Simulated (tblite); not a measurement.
Compound: C4H13AlN2Si2.
Numbering: `[CH2:1]=[C:2]([CH3:3])[AlH:4][N:5]1[SiH2:6][CH2:7][NH:8][SiH2:9]1` (hydrogens: H10, H11 on C1; H12, H13, H14 on C3; H15 on Al4; H16, H17 on Si6; H18, H19 on C7; H20 on N8; H21, H22 on Si9)

Computed with GFN2-xTB (tblite), gas phase: L-BFGS steps from a force-field or distance-geometry start until the largest atomic force falls under 0.01 eV/Å.

Step 91: E = -696.7445 eV
```
atom  x, y, z in Å  |  force x, y, z in eV/Å
C1     -3.4858    1.4070   -0.1813    0.001  -0.031   0.049
C2     -2.5726    0.4982    0.1611    0.023  -0.018  -0.014
C3     -2.9202   -0.9223    0.5047   -0.019  -0.026   0.002
Al4    -0.7493    1.2627    0.0289    0.045   0.039   0.033
N5      0.7783    0.3143    0.1912    0.010  -0.017  -0.006
Si6     1.0311   -1.3381   -0.2851    0.009   0.014   0.005
C7      2.8891   -1.2539   -0.7159    0.002   0.041   0.001
N8      3.3877   -0.0377   -0.1061    0.037   0.013   0.001
Si9     2.3092    1.0948    0.5839    0.002  -0.044   0.051
H10    -3.1668    2.4190   -0.4153   -0.028  -0.031  -0.021
H11    -4.5505    1.2183   -0.2309   -0.022   0.013   0.014
H12    -2.4554   -1.2100    1.4475    0.017   0.047   0.029
H13    -3.9962   -1.0739    0.5811   -0.060   0.011  -0.024
H14    -2.5197   -1.5934   -0.2552    0.001   0.005  -0.040
H15    -0.6460    2.7708   -0.2889   -0.011  -0.003  -0.002
H16     0.7892   -2.2849    0.8144    0.021   0.018   0.010
H17     0.2069   -1.6802   -1.4533    0.004   0.006  -0.019
H18     3.4499   -2.1186   -0.3445   -0.032   0.034   0.015
H19     3.0393   -1.2265   -1.8022    0.019  -0.014   0.001
H20     4.3586    0.1627   -0.2843   -0.038  -0.027   0.021
H21     2.3528    2.4380   -0.0009    0.023   0.020  -0.065
H22     2.4601    1.1730    2.0502   -0.006  -0.050  -0.040
```

Step 92: E = -696.7457 eV
```
atom  x, y, z in Å  |  force x, y, z in eV/Å
C1     -3.4901    1.4107   -0.1638   -0.002  -0.033   0.033
C2     -2.5751    0.4986    0.1650    0.026   0.015  -0.019
C3     -2.9190   -0.9241    0.5025   -0.008   0.001   0.001
Al4    -0.7513    1.2626    0.0214    0.051   0.032   0.038
N5      0.7780    0.3131    0.1743   -0.001   0.001  -0.004
Si6     1.0328   -1.3409   -0.2971    0.009   0.047   0.008
C7      2.8949   -1.2573   -0.7092    0.007   0.019  -0.007
N8      3.3913   -0.0447   -0.0898    0.020   0.013  -0.009
Si9     2.3055    1.0976    0.5745   -0.001  -0.062   0.061
H10    -3.1739    2.4243   -0.3934   -0.009  -0.025  -0.021
H11    -4.5552    1.2249   -0.2112   -0.028  -0.004   0.027
H12    -2.4613   -1.2060    1.4506    0.006   0.028   0.020
H13    -3.9954   -1.0801    0.5681   -0.039  -0.003  -0.030
H14    -2.5031   -1.5894   -0.2549   -0.019  -0.004  -0.020
H15    -0.6499    2.7722   -0.2938   -0.010  -0.013   0.000
H16     0.7786   -2.2835    0.8016    0.021   0.003   0.023
H17     0.2168   -1.6854   -1.4700    0.007   0.007  -0.025
H18     3.4479   -2.1262   -0.3360   -0.021   0.041   0.033
H19     3.0560   -1.2317   -1.7938    0.017   0.012  -0.001
H20     4.3617    0.1598   -0.2660   -0.039  -0.038   0.018
H21     2.3530    2.4360   -0.0218    0.024   0.014  -0.063
H22     2.4476    1.1888    2.0422   -0.011  -0.049  -0.063
```

Step 93: E = -696.7468 eV
```
atom  x, y, z in Å  |  force x, y, z in eV/Å
C1     -3.4936    1.4094   -0.1563   -0.027  -0.002  -0.002
C2     -2.5769    0.4968    0.1637    0.036   0.021  -0.009
C3     -2.9217   -0.9258    0.5011    0.014   0.044   0.013
Al4    -0.7522    1.2638    0.0188    0.037   0.019   0.033
N5      0.7793    0.3152    0.1644   -0.014   0.013   0.006
Si6     1.0345   -1.3401   -0.3032   -0.002   0.075   0.004
C7      2.8972   -1.2565   -0.7071    0.011  -0.012  -0.014
N8      3.3925   -0.0469   -0.0819    0.076  -0.054  -0.063
Si9     2.3068    1.0968    0.5725   -0.062   0.004   0.048
H10    -3.1810    2.4232   -0.3874    0.014  -0.005  -0.018
H11    -4.5594    1.2270   -0.2037   -0.025  -0.028   0.042
H12    -2.4656   -1.2019    1.4516   -0.002   0.004   0.022
H13    -3.9984   -1.0803    0.5634   -0.034  -0.016  -0.031
H14    -2.5005   -1.5888   -0.2541   -0.022  -0.034  -0.027
H15    -0.6543    2.7751   -0.2923   -0.009  -0.020   0.002
H16     0.7812   -2.2771    0.7988    0.011  -0.017   0.040
H17     0.2201   -1.6898   -1.4753    0.008   0.011  -0.028
H18     3.4426   -2.1288   -0.3326    0.005   0.033   0.056
H19     3.0662   -1.2354   -1.7903    0.012   0.043  -0.011
H20     4.3615    0.1618   -0.2601   -0.024  -0.047   0.016
H21     2.3626    2.4333   -0.0288    0.015   0.008  -0.053
H22     2.4486    1.1882    2.0380   -0.018  -0.042  -0.027
```

Step 94: E = -696.7477 eV
```
atom  x, y, z in Å  |  force x, y, z in eV/Å
C1     -3.5009    1.4130   -0.1353    0.000  -0.012  -0.016
C2     -2.5792    0.4981    0.1666   -0.009   0.062  -0.015
C3     -2.9216   -0.9269    0.4979    0.015   0.038  -0.005
Al4    -0.7526    1.2645    0.0129    0.008  -0.008   0.023
N5      0.7797    0.3138    0.1458   -0.012   0.036   0.024
Si6     1.0374   -1.3423   -0.3158   -0.001   0.059   0.004
C7      2.9047   -1.2607   -0.7007    0.009  -0.022  -0.013
N8      3.4002   -0.0579   -0.0614   -0.032   0.020  -0.026
Si9     2.3034    1.0988    0.5628    0.023  -0.022  -0.006
H10    -3.1929    2.4289   -0.3639    0.029  -0.007  -0.011
H11    -4.5678    1.2328   -0.1766   -0.006  -0.048   0.053
H12    -2.4743   -1.1969    1.4555   -0.028  -0.013  -0.012
H13    -4.0004   -1.0866    0.5460    0.041  -0.016  -0.029
H14    -2.4843   -1.5860   -0.2543   -0.053  -0.011   0.027
H15    -0.6585    2.7751   -0.2986   -0.003  -0.012   0.006
H16     0.7714   -2.2784    0.7856    0.014  -0.004   0.022
H17     0.2332   -1.6922   -1.4961    0.019   0.013  -0.014
H18     3.4416   -2.1380   -0.3254    0.011   0.036   0.050
H19     3.0821   -1.2364   -1.7832    0.020   0.055   0.009
H20     4.3705    0.1518   -0.2333   -0.038  -0.054   0.013
H21     2.3643    2.4299   -0.0580    0.014  -0.037  -0.033
H22     2.4337    1.2149    2.0287   -0.021  -0.053  -0.053
```

Task: Estimate the geometry and energy of step 95. (The exact step hangs on the optimiser's Hessian estimate; all steps are aligned on step 94, rigid shifts and turns removed.)

Result: E = -696.7486 eV, largest force 0.066 eV/Å
```
atom  x, y, z in Å  |  force x, y, z in eV/Å
C1     -3.5006    1.4096   -0.1438   -0.013   0.013  -0.023
C2     -2.5786    0.4972    0.1626   -0.001   0.028  -0.002
C3     -2.9246   -0.9261    0.4987    0.013   0.033  -0.001
Al4    -0.7514    1.2651    0.0174   -0.010  -0.011   0.013
N5      0.7813    0.3167    0.1522   -0.009   0.029   0.029
Si6     1.0377   -1.3391   -0.3103   -0.011   0.035   0.005
C7      2.9023   -1.2581   -0.7056    0.005  -0.017  -0.005
N8      3.3997   -0.0554   -0.0684   -0.007   0.005  -0.029
Si9     2.3073    1.0966    0.5684    0.016   0.013  -0.031
H10    -3.1924    2.4243   -0.3773    0.023   0.000  -0.010
H11    -4.5674    1.2281   -0.1850    0.003  -0.044   0.049
H12    -2.4736   -1.1975    1.4538   -0.024  -0.010  -0.004
H13    -4.0035   -1.0815    0.5521    0.030  -0.010  -0.022
H14    -2.4968   -1.5893   -0.2544   -0.035  -0.015   0.012
H15    -0.6600    2.7753   -0.2936    0.000  -0.003   0.006
H16     0.7825   -2.2755    0.7944    0.010   0.003   0.013
H17     0.2278   -1.6903   -1.4862    0.016   0.013  -0.010
H18     3.4410   -2.1345   -0.3317    0.015   0.025   0.042
H19     3.0748   -1.2322   -1.7886    0.023   0.046   0.004
H20     4.3706    0.1511   -0.2391   -0.033  -0.048   0.013
H21     2.3708    2.4294   -0.0487    0.009  -0.036  -0.029
H22     2.4429    1.2055    2.0323   -0.020  -0.050  -0.019
```

The energy changes by -0.0009 eV. The first-order estimate −F·Δx gives -0.0012 eV and the mean of the old and new forces, exact on a quadratic surface, -0.0009 eV. The step makes an angle of 83° with the force vector and moves no atom by more than 0.014 Å.

The cost below is that of the whole relaxation. The run took 3.6 s of wall time on one thread, Arm Neoverse N1 (aarch64), shared host with 64 logical CPUs at a one-minute load of 62.
